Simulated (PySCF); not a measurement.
Radial density of Bi⁶⁵⁺ (bismuth, charge +65)

M06-L, [Ar], closed-shell 1S. Computed with PySCF 2.14 in an even-tempered Gaussian basis (17 s from 20 bohr⁻², ratio 2.5; 12 p from 26 bohr⁻², ratio 2.5; 4 d from 100 bohr⁻², ratio 2.7; 4 f from 150 bohr⁻², ratio 2.7), with the spin-free X2C one-electron Hamiltonian (Gaussian nucleus).

```json
{"r (bohr)": "0.0202", "4πr²ρ (e/bohr)": "101.4"}
{"r (bohr)": "0.0340", "4πr²ρ (e/bohr)": "131.1"}
{"r (bohr)": "0.0573", "4πr²ρ (e/bohr)": "128.9"}
{"r (bohr)": "0.0963", "4πr²ρ (e/bohr)": "55.54"}
{"r (bohr)": "0.162", "4πr²ρ (e/bohr)": "62.78"}
{"r (bohr)": "0.272", "4πr²ρ (e/bohr)": "8.667"}
{"r (bohr)": "0.458", "4πr²ρ (e/bohr)": "0.03843"}
```

Densities and radii are taken from the X2C orbitals without a picture-change correction, which distorts them close to the nucleus.

Spin-orbit coupling, which splits the p, d and f shells strongly at this Z, is absent.
